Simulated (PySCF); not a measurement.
## Vibration and rotation of SbCl⁺

PBE0 constants of SbCl⁺, ²Π (doublet), unpaired electrons π ↑ (basis Sb cc-pVTZ-PP with ECP28, Cl cc-pV(T+d)Z; scalar-relativistic core potentials; PySCF 2.14; masses 120.9038 and 34.9689 u):

| Quantity | Value |
| --- | --- |
| ωe | 454.9 cm⁻¹ |
| ωexe | 1.19 cm⁻¹ |
| Be | 0.12385 cm⁻¹ |
| αe | 0.000455 cm⁻¹ |
| De to Sb⁺ + Cl | 3.65 eV |

Task: What force constant and bond length do these constants imply?

Result: Reduced mass μred = 27.124 u; k = 5.8918×10⁻⁷·μred·ωe² (u, cm⁻¹, mdyn/Å) = 3.31 mdyn/Å; Re = √(16.8576/(μred·Be)) (u, cm⁻¹, Å) = 2.240 Å.

Task: Estimate the centrifugal constant D from the Kratzer relation and find the Dunham coefficient a1.

Result: D = 4Be³/ωe² = 3.67e-08 cm⁻¹; a1 = −1 − αeωe/(6Be²) = -3.25.

Spin–orbit coupling is left out, which matters for elements this heavy, above all for dissociation energies. For an ion De counts to the pair picked by the measured ionisation energies or electron affinities, which need not be the lowest pair at this level. The state was picked by a PBE0 search and need not be the measured ground state.
